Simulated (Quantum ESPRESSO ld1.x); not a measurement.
Task: The mean radii <r> (bohr) of the occupied orbitals of an atom or ion are listed with their occupations. Calculated with ld1.x of Quantum ESPRESSO 7.5: non-relativistic Kohn-Sham, LDA (Slater exchange, VWN5 correlation), spin-polarised, spherical densities, point nucleus.

| orbital | occ. | <r> |
|---|---|---|
| 1s up | 1 | 0.03634 |
| 1s down | 1 | 0.03634 |
| 2s up | 1 | 0.1589 |
| 2s down | 1 | 0.1589 |
| 2p up | 3 | 0.1361 |
| 2p down | 3 | 0.1361 |
| 3s up | 1 | 0.4416 |
| 3s down | 1 | 0.4415 |
| 3p up | 3 | 0.4362 |
| 3p down | 3 | 0.4361 |
| 3d up | 5 | 0.4144 |
| 3d down | 5 | 0.4142 |
| 4s up | 1 | 1.114 |
| 4s down | 1 | 1.111 |
| 4p up | 3 | 1.204 |
| 4p down | 3 | 1.201 |
| 4d up | 2 | 1.508 |
| 6f up | 1 | 10.05 |

Name the element and its charge. Open shells, if any, are filled with parallel spins first.

Result: Z = 42, molybdenum, charge +3: Mo3+ in [Kr] 4d2 6f1. The 1s radius gives Z: for a bare nucleus <r> = 1.5/Z, 0.03571 bohr for Z = 42, and screening makes it slightly larger (0.03634 here). The occupations add up to 39, and the charge is Z minus that.
